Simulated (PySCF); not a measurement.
Cl3HSi, charge -1, multiplicity 2. Atoms are numbered in the order given.

```xyz
5

Si     0.1310     0.3543     0.0000
Cl    -0.0223    -1.7983     0.0000
Cl    -0.0902     0.7363    -2.2659
Cl    -0.0902     0.7363     2.2659
H      1.6113     0.5756     0.0000
```
Charge -1, spin multiplicity 2.

Geometry: r2SCAN-D4/def2-SVPD. The multiplicity is an assumed one; other spin states were not compared. The isomer is the one that the SMILES or the coordinates give; other isomers of the formula were not compared.

Computed with PBE0/def2-TZVPD run with PySCF.

Mulliken values depend strongly on the basis, most of all with diffuse functions as here. ESP charges are fitted to the potential on shells at 1.4 to 2.0 van der Waals radii. Atomic charges (e):

| atom | ESP fit | meta-Löwdin | Mulliken | Mulliken spin |
|---|---|---|---|---|
| Si1 | 0.25 | … | 0.40 | 0.67 |
| Cl2 | -0.28 | … | -0.38 | 0.04 |
| Cl3 | -0.47 | … | -0.48 | 0.12 |
| Cl4 | -0.47 | … | -0.48 | 0.12 |
| H5 | -0.04 | … | -0.06 | 0.05 |

What belongs in the gaps? (The exact figures need the calculation; the answer reports its results.)


- Si1, meta-Löwdin: 0.52
- Cl2, meta-Löwdin: -0.39
- Cl3, meta-Löwdin: -0.51
- Cl4, meta-Löwdin: -0.51
- H5, meta-Löwdin: -0.12
